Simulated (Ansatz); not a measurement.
Task: Name a neutral molecule of C, F, N, Zn and H with zero-point energy (PBE0-D4/def2-TZVP) between 136 and 152 kJ/mol and ideal-gas entropy at 298 K and 1 bar (rigid rotor, harmonic PBE0-D4/def2-TZVP) between 333 and 349 J/(mol·K) (Ansatz, PBE0-D4/def2-TZVP geometry).

Result: `[NH2][Zn][CH2]F` (140.3 kJ/mol, 337 J/(mol·K)). Other molecules can fit too; these were computed, each in one conformer that needn't be the lowest.
